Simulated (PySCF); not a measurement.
## Cost of excited-state runs on `c1ccc(/C=N\[H])c([NH2+])c1`, [C$_{7}$H$_{8}$N$_{2}$]+, doublet, charge +1

Geometry (Å), atoms numbered from 1 in this order:
```xyz
17

N     2.7188   -1.3331   -0.4885
C     2.0349   -0.4323    0.0363
C     0.5685   -0.3058    0.0092
C    -0.2365   -1.4338   -0.0369
C    -1.6185   -1.3289    0.0738
C    -2.2208   -0.0715    0.1800
C    -1.4535    1.0646    0.1841
C    -0.0413    0.9873    0.0721
N     0.6714    2.1134   -0.0096
H     2.3218   -2.1303   -0.9703
H     2.5884    0.3527    0.5477
H     0.2158   -2.4137   -0.0746
H    -2.2204   -2.2233    0.1124
H    -3.2949    0.0029    0.2506
H    -1.9137    2.0407    0.2197
H     0.2122    3.0078    0.0881
H     1.6609    2.1152   -0.2040
```

Total charge +1.

PySCF with density fitting, on 1 thread of an Arm Neoverse V2, shared host. Command: `OMP_NUM_THREADS=1 python excited_run.py task.json out`

**Question.** How long does each of these runs take, and how much memory?
- open-shell absorption, CAM-B3LYP/def2-SVP; 10 states; full response; IEF-PCM toluene
- open-shell absorption, CAM-B3LYP/def2-SVP; 10 states; full response

**Answer.** 
| run | level | basis functions | wall time | peak memory (GiB) |
| --- | --- | --- | --- | --- |
| open-shell absorption | CAM-B3LYP/def2-SVP | 166 | 65 s | 0.86 |
| open-shell absorption | CAM-B3LYP/def2-SVP | 166 | 75 s | 0.74 |

Times from a shared host are rough.
